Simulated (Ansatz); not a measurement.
Calculated with Ansatz (gas phase, PBE0-D4/def2-TZVP geometries, no zero-point term in ΔE). CBS: MP2 limit from def2 TZ/QZ plus the TZ coupled-cluster correction, frozen cores. DFT in def2-TZVPP. B3LYP here is the variant with VWN-RPA as its local correlation; programs differ in this. def2 core potentials past Kr. For Br, In outer-core shells are correlated without core-valence functions, which leaves a few kJ/mol of doubt a bond. Scalar relativity is left out up to krypton. Each species was taken in one conformer, which may not be the lowest.

Reaction (redistribution): `[SH][In]([SH])[Cl]` + `[SH][Al]([SH])[Br]` → `[SH][In]([SH])[Br]` + `[SH][Al]([SH])[Cl]`

**Question.** Is it downhill or uphill in electronic energy at CCSD(T)/CBS, and by how much? (An estimate is asked.)

**Answer.** The calculation gave: Downhill: ΔE = -20.3 kJ/mol.

**Question.** What do these levels give: BLYP-D4, B97M-V, B3LYP-D4, r2SCAN0-D4, BHLYP, CAM-B3LYP, LC-ωPBE, HF/def2-SVP, CCSD/def2-SVP, MP2/def2-TZVPP, MP2/CBS(def2), CCSD/CBS(def2)? (Best estimate.)

**Answer.** The calculation gave: BLYP-D4 -20.8, B97M-V -20.9, B3LYP-D4 -21.3, r2SCAN0-D4 -21.4, BHLYP -21.9, CAM-B3LYP -21.4, LC-ωPBE -20.3, HF/def2-SVP -22.2, CCSD/def2-SVP -23.4, MP2/def2-TZVPP -20.5, MP2/CBS(def2) -20.9, CCSD/CBS(def2) -20.7 kJ/mol.

Largest T1 diagnostic among the species: 0.013.

Leaving LDA and LC-ωPBE aside and taking each functional with its dispersion term where it has one, the values, not all of them listed here, spread over 2.3 kJ/mol, from BHLYP-D4 to revPBE-D4.
